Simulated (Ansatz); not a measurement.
Two members of one family (Series BeMeX), computed with Ansatz in the gas phase. Binding counts from free atoms in the multiplicity of their measured ground term, without zero-point energy. A dash marks a value that wasn't run or was left out as unsound. The structures are stationary points that may keep the symmetry of their start. Remarks come from the PBE and PBE0 runs and from stability tests at other levels; not every state was tested. HOMO above LUMO (over both spins in singlets and doublets, within one spin in higher multiplets; at PBE or PBE0), or a gap under 0.15 eV within one spin, warns that the state may not be the lowest or that an electron is smeared out.

First: BeMeBr (singlet, charge 0, PBE0-D4/def2-TZVP geometry).

| atom | x (Å) | y (Å) | z (Å) |
| --- | --- | --- | --- |
| Be1 | -0.028 | 0.821 | 0.551 |
| C2 | 0.021 | -0.564 | -0.384 |
| H3 | 0.336 | -0.352 | -1.411 |
| H4 | -0.960 | -1.047 | -0.438 |
| H5 | 0.722 | -1.301 | 0.023 |
| Br6 | -0.091 | 2.443 | 1.659 |

```csv
level,HOMO (eV),LUMO (eV),gap (eV),vertical IE (eV),binding per atom (eV)
PBE-D4/def2-SVP,-7.40,-0.80,6.61,–,3.54
PBE-D4/def2-TZVP,-7.48,-0.83,6.65,10.65,3.53
r2SCAN-D4/def2-TZVP,-7.80,-0.37,7.42,10.83,3.52
ωB97X-V/def2-TZVP,-11.10,1.19,12.29,–,3.48
ωB97M-V/def2-TZVP,-10.96,0.65,11.62,–,3.47
```

Remarks: gap within one spin near zero at PBE or PBE0 (+1 doublet).

Second: BeMeCl (singlet, charge 0, PBE0-D4/def2-TZVP geometry).

```xyz
6

Be   -0.4609    0.9040    0.0193
C     0.2987   -0.5864   -0.0128
H     0.2692   -1.0745    0.9665
H     1.3511   -0.4965   -0.2982
H    -0.1752   -1.2650   -0.7283
Cl   -1.2830    2.5184    0.0535
```

Problem. Estimate how these quantities change from the first to the second (second minus first).

Solution. 
| level | Δ HOMO (eV) | Δ LUMO (eV) | Δ gap (eV) | Δ vertical IE (eV) | Δ binding per atom (eV) |
| --- | --- | --- | --- | --- | --- |
| PBE-D4/def2-SVP | -0.06 | 0.22 | 0.28 | – | 0.11 |
| PBE-D4/def2-TZVP | -0.03 | 0.11 | 0.15 | 0.40 | 0.11 |
| r2SCAN-D4/def2-TZVP | 0.00 | 0.23 | 0.23 | 0.35 | 0.10 |
| ωB97X-V/def2-TZVP | -0.32 | 0.02 | 0.34 | – | 0.11 |
| ωB97M-V/def2-TZVP | -0.28 | 0.01 | 0.29 | – | 0.12 |

Remarks: gap within one spin near zero at PBE or PBE0 (+1 doublet).
